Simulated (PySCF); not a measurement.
How methods differ on the ionisation energy of Te

Te [Kr] 4d10 5s2 5p4 (3P) → Te⁺ [Kr] 4d10 5s2 5p3 (4S), as a difference of total energies. Calculation: PySCF 2.14, in ANO-RCC-VTZP (7s6p4d2f1g, 68 functions); scalar relativity by spin-free X2C-1e. Correlated levels: valence: [Kr] 4d10 frozen. The calculations carry no spin-orbit coupling.

Q: Order these methods by the ionisation energy they give, lowest first.
A. MP2 (valence)
B. SCS-MP2 (valence)
C. CCSD (valence)
D. UHF

A: D (7.771 eV), A (8.366 eV), B (8.419 eV), C (8.485 eV).

A first-order spin-orbit estimate (lowest level to lowest level, LS coupling) adds 0.234 eV.

Errors of the correlated levels include the incompleteness of this basis and the frozen core.

For comparison: 9.010 eV (measured; NIST Atomic Spectra Database, ionization energies).
